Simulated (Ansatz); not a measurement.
HFGe, SMILES `[F][GeH]` (lower singlet) (charge 0, multiplicity 1). This singlet lies 1.89 eV below the relaxed triplet at the level composite: frozen-core CCSD(T) with HF/cc-pVQZ and the correlation energy extrapolated as X^-3 from cc-pVTZ and cc-pVQZ, plus CCSDT(Q) minus CCSD(T) in cc-pVDZ // PBE0-D3(BJ)/def2-TZVP (Ansatz, a program for electronic structure).

Z-matrix (Å, degrees):
```
Ge
F 1 1.7565
H 1 1.6100 2 94.20
```
Charge 0, multiplicity 1.

The restricted HF start is unstable towards unrestricted orbitals.

Question: Give the natural occupations of the active orbitals, the CASSCF energy and the corrected energy for Ansatz with frozen-core fic-MRCISD+Q@CASSCF(2e,2o)/cc-pVTZ // PBE0-D3(BJ)/def2-TZVP.

Answer: 
```
Property                        Result
-----------------------  -------------
natural occupations         1.93, 0.07
CASSCF energy            -2175.4884 Ha
corrected energy         -2175.9098 Ha
weight of the reference          0.918
```
